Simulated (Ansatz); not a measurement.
A nudged elastic band was laid between two geometries of BrH + ClH5Si2 (10 atoms, charge 0, multiplicity 1).

All numbers below come from RKS r2SCANh/def2-SVP (Ansatz).

```yaml
movable_images: 8
climbing_image: no
spring: 5.0 eV/Å²
optimiser: quadratic models (default)
start_path: through a guess of the saddle point
force_threshold: 0.05 eV/Å
iteration_limit: 60
end_points: relaxed
```

Image 0:

```xyz
10
Properties=species:S:1:pos:R:3
Si 0.210 -0.043 -0.076
Cl 0.456 0.059 2.009
H 1.583 -0.089 -0.648
Si -0.974 1.857 -0.811
H -2.209 1.454 -1.541
H -1.313 2.713 0.360
H -0.091 2.624 -1.740
H -0.485 -1.323 -0.376
Br -3.272 -0.003 1.585
H -1.980 0.012 2.199
```

Image 9:

```xyz
10
Properties=species:S:1:pos:R:3
Si -0.613 -0.368 -0.403
Cl 0.080 1.195 2.955
H 0.682 -0.626 0.279
Si -1.019 1.886 -0.897
H -2.278 1.960 -1.695
H -1.168 2.663 0.363
H 0.110 2.431 -1.709
H -0.716 -1.233 -1.611
Br -2.251 -1.049 0.998
H -0.903 0.401 2.681
```

(1) What changes between the two ends?

(2) What energy profile does the band end with?

(3) What is the geometry of the highest image?

The band took 10 iterations and roughly 14 core-minutes.

Results:

(1) Bonds broken: Si1–Cl2, Br9–H10. Bonds formed: Si1–Br9, Cl2–H10. BrH + ClH5Si2 becomes BrH5Si2 + ClH.

(2) It converged. The highest image is number 4 of 0 to 9, 30.6 kcal/mol above the first end and 30.9 kcal/mol above the last; the last end lies 0.3 kcal/mol below the first. No image climbed, so the highest image needn't sit at the top of the path. The orbitals stay closed-shell, which can raise the energy where a bond breaks towards radicals; this wasn't checked here.

| image | path coordinate (Å) | energy (kcal/mol) | Si1–Cl2 (Å) | Br9–H10 (Å) | Si1–Br9 (Å) |
| --- | --- | --- | --- | --- | --- |
| 0 | 0.00 | 0.0 | 2.10 | 1.43 | 3.86 |
| 1 | 0.47 | 0.3 | 2.10 | 1.43 | 3.74 |
| 2 | 0.95 | 3.9 | 2.13 | 1.45 | 3.41 |
| 3 | 1.42 | 15.6 | 2.21 | 1.50 | 3.06 |
| 4 | 1.90 | 30.6 | 2.43 | 1.68 | 2.76 |
| 5 | 2.37 | 26.7 | 2.77 | 1.94 | 2.52 |
| 6 | 2.85 | 12.9 | 3.12 | 2.11 | 2.35 |
| 7 | 3.32 | 3.2 | 3.46 | 2.28 | 2.29 |
| 8 | 3.80 | 0.0 | 3.73 | 2.51 | 2.26 |
| 9 | 4.27 | -0.3 | 3.77 | 2.60 | 2.26 |

(3) 
```xyz
10
Properties=species:S:1:pos:R:3
Si -0.225 -0.099 -0.054
Cl 0.180 0.332 2.305
H 1.255 -0.215 -0.088
Si -1.045 1.943 -0.856
H -2.384 1.749 -1.477
H -1.136 2.884 0.293
H -0.094 2.488 -1.872
H -0.678 -1.303 -0.817
Br -2.607 -0.519 1.272
H -1.340 0.001 2.253
```

The run took 3.7 min on 4 threads of Arm Neoverse V2, with other jobs on the host, peak memory 0.34 GiB.
